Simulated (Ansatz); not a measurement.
```xyz
10

C    -0.2087    0.1751   -1.4200
C    -0.2957   -0.6041   -0.1547
Si    0.3681    0.1876    1.4198
Se   -0.9920   -2.2235   -0.0776
H    -0.6201   -0.3702   -2.2696
H     0.8362    0.4366   -1.6277
H    -0.7386    1.1293   -1.3096
H     0.2089   -0.7187    2.5768
H    -0.3632    1.4651    1.6512
H     1.8050    0.5227    1.2114
```

Charge 0, multiplicity 1.

(1) List the r2SCAN/def2-TZVPP orbital energies in eV (Ansatz). (Estimate.)

## Answers

(1) Ansatz gave: Occupied: -12333.85, -1791.16, -1574.50, -1411.75, -1411.73, -1411.65, -275.02, -273.60, -210.63, -154.10, -154.05, -153.76, -141.64, -96.50, -96.49, -96.48, -54.50, -54.48, -54.26, -54.23, -54.17, -21.01, -18.15, -14.97, -12.95, -11.25, -11.25, -10.22, -9.06, -8.85, -8.33, -7.30, -5.22. Lowest empty: -3.48, -0.03, 0.59, 1.02, 1.25, 1.80, 2.26, 2.72.
